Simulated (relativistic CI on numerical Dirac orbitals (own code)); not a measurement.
Calculated at this level of theory: Dirac-Coulomb-Breit CI, KLI orbitals optimised for each configuration, model QED, unscaled Slater integrals (own radial code, finite nucleus).

The strongest absorption lines from the ground level of an ion, among the configurations computed and to levels below about 1250 eV (vacuum wavelength in Å, gf): 13.682 (0.13), 13.736 (0.042), 17.658 (0.0057), 18.127 (0.0062), 19.003 (0.36), 19.183 (0.18), 141.40 (0.57), 223.10 (0.021).

Problem. Which ion is it?
A. Se²²⁺
B. Kr²⁴⁺
C. Mo³⁰⁺
D. Sr²⁶⁺

Solution. D. Sr²⁶⁺ has 12 electrons and the ground level 3s2 1S_0; the strongest line goes to 3s 3p 1P°_1. The pattern of lines fixes the number of electrons, and along that sequence the line energies rise steadily with the charge (about as its square where n changes within one kind of shell, about linearly where n is kept but much faster in heavy ions where fine structure, which grows about as Z⁴, sets the gap, and irregularly where shells cross), which fixes Z. Configurations outside the model, such as inner-shell arrays, can give stronger lines. At this charge energies of transitions that change n are usually good to better than 1 %, and those within a shell (Δn = 0) to a few per cent.

LS names give the leading component of a level, which can be under half, so a name can repeat, a term be missing and a line seem to break the LS rules.
